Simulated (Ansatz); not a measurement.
The inner images of a band of Cl$_{3}$H$_{4}$HfNS (10 atoms, charge 0, multiplicity 1) are given out of order.

All numbers below come from RKS PBE/def2-SVP in Ansatz 0.2.0.

Image 0:

```xyz
10
Properties=species:S:1:pos:R:3
Hf 0.045 -0.079 0.231
N -0.276 0.205 2.200
H -1.160 0.007 2.685
H 0.314 0.782 2.814
Cl 2.349 0.367 -0.253
Cl -0.886 1.853 -0.782
Cl -1.531 -1.682 -0.596
S 1.367 -2.657 0.661
H 0.499 -3.281 1.506
H 2.244 -2.359 1.661
```

Image 6:

```xyz
10
Properties=species:S:1:pos:R:3
Hf 0.338 -0.562 0.052
N -0.218 -0.214 2.397
H -0.744 -1.001 2.805
H -0.806 0.624 2.513
Cl 1.058 -1.160 -2.122
Cl 1.245 1.626 0.284
Cl -2.027 -0.708 -0.156
S 1.482 -2.407 1.239
H 2.026 -2.970 0.125
H 0.613 -0.073 2.991
```

Question: Put them in order from the first end to the last, with their energies above the first end.
A.
```xyz
10
Properties=species:S:1:pos:R:3
Hf 0.234 -0.621 0.056
N 0.203 -0.025 2.384
H -0.770 0.162 2.671
H 0.712 0.854 2.564
Cl 2.208 0.036 -1.045
Cl -1.065 1.416 0.157
Cl -1.162 -1.817 -1.419
S 0.960 -2.611 1.385
H 1.063 -3.495 0.354
H 0.584 -0.744 3.020
```
B.
```xyz
10
Properties=species:S:1:pos:R:3
Hf 0.077 -0.087 0.151
N -0.087 0.116 2.159
H -0.908 -0.145 2.720
H 0.491 0.761 2.714
Cl 2.304 0.407 -0.539
Cl -1.000 1.869 -0.639
Cl -1.424 -1.721 -0.735
S 1.536 -2.596 0.922
H 0.451 -3.376 1.193
H 1.526 -2.072 2.180
```
C.
```xyz
10
Properties=species:S:1:pos:R:3
Hf 0.192 -0.241 0.067
N 0.095 -0.126 2.200
H -0.804 -0.236 2.691
H 0.624 0.609 2.693
Cl 2.298 0.345 -0.813
Cl -0.985 1.770 -0.361
Cl -1.295 -1.765 -0.966
S 1.533 -2.491 1.223
H 0.436 -3.297 1.279
H 0.870 -1.412 2.113
```
D.
```xyz
10
Properties=species:S:1:pos:R:3
Hf 0.296 -0.611 0.047
N -0.276 -0.245 2.398
H -1.292 -0.099 2.486
H 0.185 0.591 2.785
Cl 0.982 -1.261 -2.122
Cl 0.915 1.682 0.117
Cl -2.041 -1.080 -0.058
S 1.790 -2.154 1.275
H 2.446 -2.634 0.182
H -0.038 -1.034 3.018
```
E.
```xyz
10
Properties=species:S:1:pos:R:3
Hf 0.236 -0.611 0.058
N -0.049 -0.151 2.415
H -1.025 0.103 2.632
H 0.510 0.678 2.668
Cl 1.754 -0.585 -1.749
Cl -0.140 1.769 0.175
Cl -1.770 -1.592 -0.687
S 1.425 -2.404 1.321
H 1.806 -3.136 0.238
H 0.217 -0.916 3.056
```

Answer: B (+0.065 eV), C (+0.287 eV), A (-0.753 eV), E (-0.796 eV), D (-0.976 eV).

The run took 3.8 min on 4 threads of Arm Neoverse V2 (shared host), peak memory 0.23 GiB.
